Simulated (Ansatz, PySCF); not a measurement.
Noncovalent pair: HCl (SMILES Cl) (first 2 atoms) with HBr (SMILES Br); geometry from B3LYP-D3(BJ)/def2-TZVP, rigid monomers moved along the line of their centres of mass till Cl1···H4 is 3.54 Å.
(charge 0, multiplicity 1):
```xyz
4

Cl     0.5348    -0.4660    -0.2256
H      0.8003     0.7857    -0.1236
Br     0.0830    -0.2787     4.6971
H      0.1609    -0.5614     3.2970
```

Monomers are frozen at their geometry in the pair; levels with a basis set take the counterpoise correction.

Frozen-core correlation. Filled d and f shells under p-block atoms count as core. CBS: X⁻³ extrapolation of the correlation energy, Hartree–Fock from the larger set.

Codes used: Ansatz (a first-principles code) with Gaussian orbitals; PySCF for the dispersion terms. Values without a source in brackets are computed.

PBE/def2-TZVPPD gives -0.72 kcal/mol for the interaction energy.

**Question.** How do the other levels lie against it? Give each less PBE: PBE-D3(BJ)/def2-TZVPPD, r2SCAN/def2-TZVPPD, B3LYP/def2-TZVPPD, wB97M-V/def2-TZVPPD, MP2/CBS(def2-TZVPPD, def2-QZVPPD), CCSD(T)/CBS(def2-TZVPPD, def2-QZVPPD).

**Answer.** PBE-D3(BJ)/def2-TZVPPD -0.26; r2SCAN/def2-TZVPPD 0.04; B3LYP/def2-TZVPPD 0.29; wB97M-V/def2-TZVPPD -0.06; MP2/CBS(def2-TZVPPD, def2-QZVPPD) -0.15; CCSD(T)/CBS(def2-TZVPPD, def2-QZVPPD) -0.08 kcal/mol. 2 of 6 lie above PBE; the widest gap is to B3LYP/def2-TZVPPD.
